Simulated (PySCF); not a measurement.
Br₃Ge, SMILES [Br][Ge]([Br])[Br], doublet (PBE0/def2-SVP optimised geometry):

```
4

Br     1.541    -1.095     0.000
Ge    -0.779    -1.095     0.000
Br    -1.541     1.095     0.000
Br    -1.543    -2.168     1.909
```

Calculation: unrestricted PBE0/def2-TZVP (PySCF).

What are the frontier orbital energies (α orbitals alone; a β orbital can be the lowest empty one) and the dipole moment?

HOMO-2 -8.93 eV, HOMO-1 -8.70 eV, HOMO -7.28 eV, LUMO -1.68 eV, LUMO+1 -0.58 eV; dipole moment 0.89 D.

Meta-Löwdin charges at PBE0/def2-TZVP: Br1 -0.19, Ge2 0.58, Br3 -0.19, Br4 -0.19.
